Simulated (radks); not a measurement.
Question: All-electron atom: the ruthenium ion Ru3+ in [Kr] 4d5. Method: scalar-relativistic Kohn-Sham, LDA (Slater exchange, Perdew-Wang correlation), spin-polarised, spherical densities, point nucleus; open shells are filled with parallel spins first (spin-orbit coupling, left out, can overturn this in heavy ions); computed with a radial shooting solver on a logarithmic mesh with Libxc functionals. Some entries of the table are withheld. Estimate them.

orbital  occ.  eigenvalue (hartree)  <1/r> (bohr^-1)
1s up       1             -806.4161            45.82
1s down     1             -806.4159            45.82
2s up       1             -117.1028            10.36
2s down     1             -117.0735            10.36
2p up       3             -105.0861            10.05
2p down     3             -105.0632            10.05
3s up       1             -21.67372            3.589
3s down     1             -21.65297            3.589
3p up       3             -17.72702            3.420
3p down     3             -17.70441            3.420
3d up       5             -11.35887            3.194
3d down     5             -11.32866            3.195
4s up       1              -4.13239              (1)
4s down     1              -4.00141              (2)
4p up       3              -3.02154            1.218
4p down     3              -2.88487            1.224
4d up       5                   (3)           0.9216
4d down     0                   (4)           0.9138

Answer: 
(1) 4s up <1/r> (bohr^-1): 1.357
(2) 4s down <1/r> (bohr^-1): 1.365
(3) 4d up eigenvalue (hartree): -1.43146
(4) 4d down eigenvalue (hartree): -1.29518
